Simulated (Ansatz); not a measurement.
C5H9N (SMILES CC=C=CCN), singlet, at a GFN2-xTB geometry; CAM-B3LYP/pcseg-1 (Ansatz, a first-principles code).

Input for Ansatz:
Ansatz 0.2 input:
```yaml
crystal:
  periodic: [false, false, false]
  atoms:
    - {symbol: C, position_ang: [2.33552095, -0.68789308, -1.34781252]}
    - {symbol: C, position_ang: [1.85190247, 0.35723555, -0.38706297]}
    - {symbol: C, position_ang: [0.60207602, 0.60971748, -0.14625714]}
    - {symbol: C, position_ang: [-0.64687653, 0.82966880, 0.12504613]}
    - {symbol: C, position_ang: [-1.41987647, 0.08649568, 1.19334013]}
    - {symbol: N, position_ang: [-2.47300476, -0.76752984, 0.66593335]}
    - {symbol: H, position_ang: [2.93977974, -0.22756031, -2.12930730]}
    - {symbol: H, position_ang: [2.95858432, -1.41421029, -0.82611760]}
    - {symbol: H, position_ang: [1.49937503, -1.20747951, -1.80900763]}
    - {symbol: H, position_ang: [2.62338696, 0.93013727, 0.11362510]}
    - {symbol: H, position_ang: [-1.21799765, 1.55107437, -0.44820239]}
    - {symbol: H, position_ang: [-1.89100276, 0.80856704, 1.86833598]}
    - {symbol: H, position_ang: [-0.73940982, -0.54037267, 1.77414119]}
    - {symbol: H, position_ang: [-2.07463121, -1.47844939, 0.06096538]}
    - {symbol: H, position_ang: [-3.12353008, -0.22034429, 0.11051208]}
basis:
  gaussian:
    orbitals: pcseg-1.json
hamiltonian:
  xc: cam_b3lyp
```
The basis file holds pcseg-1 in the JSON format of the Basis Set Exchange.

The log (banner, timings and long lists left out):

```
Functional definition: CAM-B3LYP
1494 factors; their error is unknown
395 factors; integrals over basis functions are off by at most 1.2e-5 eV
mean field evaluation 1: about -6807.1850 eV, gradient 5.7e1 eV
mean field evaluation 2: about -6809.2264 eV, gradient 5.1e1 eV
mean field evaluation 4: about -6814.9813 eV, gradient 2.0e0 eV
mean field evaluation 8: about -6814.9916 eV, gradient 1.8e-1 eV
mean field evaluation 16: about -6814.9263 eV, gradient 6.5e-4 eV
mean field -6814.92632850 eV, -250.4439232492 hartree, gradient 4.2e-5 eV, S^2 0.000000; 0 other end points of the search recorded, 0 dependent functions left out
reference -6814.92646285 eV, -250.4439281865 hartree; 23, 23 occupied and 106, 106 virtual orbitals, 1494 factors
Total energy: -6814.92646285 eV, -250.4439281865 hartree
```
